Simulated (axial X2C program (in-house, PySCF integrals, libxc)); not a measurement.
# Outer orbitals of MoN at 1.610 Å, HF

All values were computed with an axial X2C code built on PySCF integrals. Spin-free means the one-electron spin-free X2C Hamiltonian; two-component (2c) means X2C with spin–orbit coupling and atomic mean-field two-electron Coulomb and Gaunt terms, so the difference of the two also holds small scalar two-electron terms. Basis: Mo dyall-cv3z [11s12p9d5f3g], N dyall-av3z [7s7p3d2f] (cores contracted in-house); Gaussian nuclei, density fitting, unrestricted open shells. Masses: Mo 97.905 u, N 14.003 u.

The distance is close to the 2c PBE0 minimum; the highest filled and lowest empty levels are listed.

Spin-free orbitals, state M_S = 3/2, Λ = 0 (beyond evenly filled blocks: σα, δ+α, δ-α) (Löwdin shares):

```csv
symmetry,occupied,ε (eV),atomic character
σβ,yes,-28.03,"60% N s, 16% Mo d, 12% Mo p"
σα,yes,-23.44,"55% N s, 25% Mo d, 9% Mo p"
π+β,yes,-13.69,"71% N p, 18% Mo d, 5% Mo f"
π-β,yes,-13.69,"71% N p, 18% Mo d, 5% Mo f"
σβ,yes,-13.06,"67% N p, 21% Mo d, 4% N s"
σα,yes,-11.57,"43% Mo d, 35% N p, 11% N s"
π+α,yes,-11.53,"67% Mo d, 28% N p, 3% N d"
π-α,yes,-11.53,"67% Mo d, 28% N p, 3% N d"
δ+α,yes,-10.88,96% Mo d
δ-α,yes,-10.88,96% Mo d
σα,yes,-6.99,"55% Mo s, 19% N p, 18% Mo p"
π+α,no,0.15,"77% Mo p, 15% N p, 7% Mo d"
π-α,no,0.15,"77% Mo p, 15% N p, 7% Mo d"
σβ,no,0.25,"79% Mo s, 14% Mo p, 3% N s"
σα,no,0.93,"60% Mo p, 15% Mo s, 12% N p"
```

Spinors with spin–orbit coupling (state Ω = 3/2):

```
   ω  occupied  ε (eV)             atomic character    λ mixture
-1/2       yes  -28.02  60% N s, 16% Mo d, 12% Mo p       100% σ
 1/2       yes  -23.44   55% N s, 25% Mo d, 9% Mo p       100% σ
 1/2       yes  -13.70   71% N p, 18% Mo d, 5% Mo f       100% π
-3/2       yes  -13.67   71% N p, 18% Mo d, 5% Mo f       100% π
-1/2       yes  -13.06    67% N p, 21% Mo d, 4% N s       100% σ
 1/2       yes  -11.58   43% Mo d, 35% N p, 11% N s       100% σ
-1/2       yes  -11.56    67% Mo d, 28% N p, 3% N d       100% π
 3/2       yes  -11.50    66% Mo d, 28% N p, 3% N d       100% π
-3/2       yes  -10.98                     96% Mo d       100% δ
 5/2       yes  -10.78                     96% Mo d       100% δ
 1/2       yes   -6.98  55% Mo s, 19% N p, 18% Mo p       100% σ
-1/2        no    0.13   77% Mo p, 16% N p, 7% Mo d       100% π
 3/2        no    0.17   77% Mo p, 15% N p, 6% Mo d       100% π
-1/2        no    0.26   77% Mo s, 15% Mo p, 4% N s       100% σ
 1/2        no    0.93  63% Mo p, 13% Mo s, 11% N p  99% σ, 1% π
```

(1) How does the gap between the highest filled and lowest empty level change from the spin-free to the 2c table?

Mulliken charges and populations of the two-component result (they depend on the basis, above all on diffuse functions):

Mo 0.44 e (s 8.80 p 18.12 d 14.56 f 0.06 g 0.01), N -0.44 e (s 3.87 p 3.50 d 0.06 f 0.01). ⟨Lz⟩ = 0.00 ħ and ⟨Sz⟩ = 1.50 ħ (2.21 and -0.71 on the two atoms), which add up to Ω.

Occupations by symmetry block were frozen at the best pattern of an incomplete PBE0 search. With several unpaired electrons one determinant need not be a pure state. This is the top spin component of a Σ state; components of lower Ω are not single determinants and can lie lower. The determinant is spin-polarised beyond a pure state at some levels (its spin-free form has ⟨S²⟩ too high), which makes Re and μ there less reliable.

Results:

(1) From 7.14 to 7.11 eV at HF, a change of -0.03 eV.
